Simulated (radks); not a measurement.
Problem. These are the eigenvalues of the occupied orbitals of an atom or ion with whole-number occupations (Ry). Calculated with a radial shooting solver on a logarithmic mesh with Libxc functionals: Dirac Kohn-Sham, XLYP, spin-unpolarised, spherical densities, finite nucleus; Fermi nuclear charge, rms radius of each element as measured or else 0.836 A^(1/3) + 0.57 fm.

| orbital | eigenvalue |
|---|---|
| 1s1/2 | -3552.650 |
| 2s1/2 | -583.9454 |
| 2p1/2 | -554.1072 |
| 2p3/2 | -506.4544 |
| 3s1/2 | -129.2441 |
| 3p1/2 | -116.3458 |
| 3p3/2 | -106.6333 |
| 3d3/2 | -84.29051 |
| 3d5/2 | -82.17688 |
| 4s1/2 | -26.43086 |
| 4p1/2 | -21.44845 |
| 4p3/2 | -19.30377 |
| 4d3/2 | -11.09944 |
| 4d5/2 | -10.71483 |
| 5s1/2 | -4.26466 |
| 5p1/2 | -2.92646 |
| 5p3/2 | -2.64405 |
| 4f5/2 | -1.20475 |
| 4f7/2 | -1.15916 |

Which element is it, and in what charge state? The configuration may be excited. Open shells, if any, are shared by 2j + 1.

Solution. Z = 63, europium, charge +2: Eu2+ in [Xe] 4f7. The list shows which subshells hold electrons but not how many an open one holds; the 1s level, -1776.3 hartree, gives Z - s = 59.6 by -(Z - s)^2/2, which with screening and relativity narrows Z to a few neighbours, and the depths of the outer levels then fix element, charge and occupations together.
